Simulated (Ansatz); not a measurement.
One change: `B[SiH](B)F` becomes `B[SiH](F)[SiH2]N`.

Ansatz, PBE0-D4/def2-TZVP geometries, multiplicity 1. Each molecule was computed in one conformer, which needn't be the lowest.

```csv
property,`B[SiH](B)F`
HOMO–LUMO gap (ωB97M-V/def2-TZVPP) / eV,9.05
LUMO energy (PBE/def2-TZVPP) / eV,-4.00
size of the dipole moment (ωB97M-V/def2-TZVPP) / D,1.37
size of the dipole moment (PBE/def2-TZVPP) / D,1.27
LUMO energy (PBE0/def2-TZVPP) / eV,-3.04
HOMO–LUMO gap (B3LYP/def2-TZVPP) / eV,4.60
```

Problem. What does the change do to each property? (Estimate.)

Solution. The calculation gave: 
| property | `B[SiH](F)[SiH2]N` | shift |
| --- | --- | --- |
| HOMO–LUMO gap (ωB97M-V/def2-TZVPP) / eV | 8.67 | -0.38 |
| LUMO energy (PBE/def2-TZVPP) / eV | -3.54 | 0.46 |
| size of the dipole moment (ωB97M-V/def2-TZVPP) / D | 2.17 | 0.80 |
| size of the dipole moment (PBE/def2-TZVPP) / D | 2.14 | 0.87 |
| LUMO energy (PBE0/def2-TZVPP) / eV | -2.63 | 0.41 |
| HOMO–LUMO gap (B3LYP/def2-TZVPP) / eV | 4.27 | -0.33 |

With PBE0 the HOMO rises by 0.74 eV and the LUMO rises by 0.41 eV, so the gap narrows by about 0.33 eV. PBE moves the HOMO by 0.78 eV and ωB97M-V by 0.75 eV. Dipoles are sizes alone; their direction can turn.

B3LYP here is the variant with VWN-RPA as its local correlation; programs differ in this.
